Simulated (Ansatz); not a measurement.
CH5ClGaN (`[CH3][Ga]([NH2])[Cl]`), 9 atoms. The species carries charge 0 and has multiplicity 1. Correlated methods include outer-core shells of Ga, which these sets cover unevenly. Scalar relativity is left out up to krypton. All runs use 4 threads of an Arm Neoverse V2 on a shared host. Correlated methods freeze the cores.

(1) Give the basis size and wall time and peak host memory of each of these runs in Ansatz. direct RPA on PBE orbitals/def2-TZVPP energy; RKS BHLYP-D4/def2-TZVPP energy; RKS PBE0-D4/def2-TZVP relaxation (6 steps); RKS PBE0-D4/def2-TZVP frequencies; RHF-MP2/def2-QZVPP energy; RKS PBE-QIDH (frozen core)/def2-TZVPP energy; RKS B3LYP-D4/def2-TZVPP energy and forces; RKS ωB97M-V/def2-SVP energy; RKS B97M-V/def2-TZVPP energy; RHF-CCSD(T)/def2-SVP energy; RKS ωB97M-V/def2-QZVPP energy; RHF-CCSD(T)/def2-TZVPP energy. (An estimate is asked.)

Answers

(1) The calculation gave: Other jobs shared the machine, so times are rough.

```csv
level,job,functions,wall time,peak host memory (GiB)
RKS BHLYP-D4/def2-TZVPP,energy,222,2.1 s,0.59
RKS B3LYP-D4/def2-TZVPP,energy and forces,222,3 s,0.62
RHF-CCSD(T)/def2-SVP,energy,103,3.5 s,0.43
RKS PBE-QIDH (frozen core)/def2-TZVPP,energy,222,3.5 s,0.53
RKS ωB97M-V/def2-SVP,energy,103,3.5 s,0.42
direct RPA on PBE orbitals/def2-TZVPP,energy,222,3.7 s,0.5
RKS B97M-V/def2-TZVPP,energy,222,6 s,0.36
RHF-MP2/def2-QZVPP,energy,423,13 s,2.1
RKS ωB97M-V/def2-QZVPP,energy,423,13 s,1.8
RKS PBE0-D4/def2-TZVP,relaxation (6 steps),177,15 s,0.47
RHF-CCSD(T)/def2-TZVPP,energy,222,74 s,3.4
RKS PBE0-D4/def2-TZVP,frequencies,177,87 s,0.47
```

B3LYP here is the variant with VWN-RPA as its local correlation; programs differ in this.
